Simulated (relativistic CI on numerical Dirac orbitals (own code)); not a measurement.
**Os6+ (5d2) in a crystal field**

Calculated by Dirac-Coulomb-Breit CI, orbitals from a KLI potential per configuration, a model potential for QED, valence Slater integrals scaled by 0.9, one configuration in a parametric crystal field (own radial code). With so little scaling, terms lie 10 to 35 % too far apart, which can change the order of excited levels.

Field parameters in Wybourne normalisation: D3d B²₀ = −7Dσ, B⁴₀ = −14Dq − 21Dτ, B⁴₃ = −14√(10/7) Dq; D4h B²₀ = −7Ds, B⁴₀ = 21(Dq − Dt), B⁴₄ = 21√(5/14) Dq; Td as Oh with Dq negative (B⁴₀ = 21Dq, B⁴₄ = √(5/14) B⁴₀). The field is a parameter set, without covalency.

S and J are read from ⟨S²⟩ = S(S + 1) and ⟨J²⟩ = J(J + 1) of each level; they are not fictitious spins.

D4h, 10Dq = 43400, Ds = 1990, Dt = 90 cm⁻¹, the lowest 10 levels:

| E (cm⁻¹) | Degeneracy | Irrep | S | J |
| --- | --- | --- | --- | --- |
| 0.0 | 1 | A1 | 0.97 | 2.55 |
| 983 | 2 | E | 0.97 | 2.68 |
| 3473 | 1 | B1 | 0.92 | 2.57 |
| 4141 | 1 | B2 | 0.93 | 2.61 |
| 9447 | 2 | E | 0.99 | 3.21 |
| 11222 | 1 | A2 | 1.00 | 3.29 |
| 11536 | 1 | A1 | 0.96 | 3.40 |
| 16056 | 1 | B2 | 0.23 | 3.21 |
| 16900 | 1 | B1 | 0.22 | 3.09 |
| 21112 | 2 | E | 0.15 | 3.19 |

Td, 10Dq = -13750 cm⁻¹, the lowest 16 levels:

```
E (cm⁻¹)  Degeneracy  Irrep     S     J
     0.0           3     T2  0.98  2.54
    7414           2      E  0.73  2.32
   15508           1     A2  1.00  3.00
   16268           3     T2  0.98  3.20
   17290           3     T1  0.99  3.11
   20137           1     A1  0.73  2.43
   22076           2      E  0.55  2.66
   24930           3     T2  0.98  3.24
   26158           3     T1  0.93  2.93
   26661           2      E  0.93  3.64
   27981           3     T2  0.47  2.49
   30651           1     A1  0.53  2.97
   33819           3     T1  0.59  3.13
   38603           1     A1  0.94  3.74
   39598           2      E  0.96  2.60
   40477           3     T1  0.74  3.63
```

Td, 10Dq = -17100 cm⁻¹, the lowest 10 levels:

```
E (cm⁻¹)  Degeneracy  Irrep     S     J
     0.0           3     T2  0.98  2.66
    9049           2      E  0.63  2.44
   18179           1     A2  1.00  3.00
   18907           3     T2  0.98  3.20
   20100           3     T1  0.99  3.13
   21403           1     A1  0.62  2.65
   23445           2      E  0.64  2.68
   28278           3     T2  0.98  2.97
   28978           3     T1  0.93  2.77
   29909           2      E  0.94  3.51
```

D3d, 10Dq = 17700, Dσ = 190, Dτ = 470 cm⁻¹, the lowest 10 levels:

```
E (cm⁻¹)  Degeneracy  Irrep     S     J
     0.0           2      E  0.97  2.37
    1422           2      E  0.94  2.48
    2714           1     A1  0.92  2.49
    8380           1     A2  1.00  3.30
   10413           2      E  0.99  3.17
   11913           1     A1  0.95  3.37
   14996           1     A1  0.52  3.14
   17455           2      E  0.51  3.06
   20643           2      E  0.37  2.99
   22993           1     A2  1.00  3.01
```

Td, 10Dq = -8800 cm⁻¹, the lowest 10 levels:

| E (cm⁻¹) | Degeneracy | Irrep | S | J |
| --- | --- | --- | --- | --- |
| 0.0 | 3 | T2 | 0.96 | 2.32 |
| 4505 | 2 | E | 0.85 | 2.14 |
| 12122 | 1 | A2 | 1.00 | 3.00 |
| 12897 | 3 | T2 | 0.98 | 3.15 |
| 13587 | 3 | T1 | 1.00 | 3.07 |
| 18186 | 1 | A1 | 0.84 | 2.11 |
| 20219 | 3 | T2 | 0.97 | 3.63 |
| 20882 | 2 | E | 0.47 | 2.54 |
| 22177 | 2 | E | 0.93 | 3.82 |
| 22342 | 3 | T1 | 0.91 | 3.31 |

The free-ion ground term has S = 1. Every field shown keeps that spin.

Levels of this model without a field, named by their leading LS term: 3F_2 0, 3F_3 9540, 3P_0 16734, 3F_4 17175, 1D_2 19874, 3P_1 22334, 1G_4 31072, 3P_2 32909 cm⁻¹.
